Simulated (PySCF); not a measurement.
A structure optimised at PBE-D3(BJ)/def2-SVP, used in a PySCF frequency run:

```xyz
8

Si    -0.5963    -0.0117     0.0527
O     -0.9191     0.1014     1.6966
S      0.5116     1.6214    -0.8175
S      0.7149    -1.6933    -0.1269
H     -1.8906    -0.1127    -0.7078
H     -1.6021     0.7540     1.9347
H     -0.5980     2.1726    -1.3858
H      0.1683    -2.3107     0.9597
```

### Question
Write its SMILES and formula.

### Answer
O[SiH](S)S, H4OS2Si

### Question
What are its rotational constants (standard atomic weights)?

### Answer
4.2490, 2.3885, 1.6650 GHz
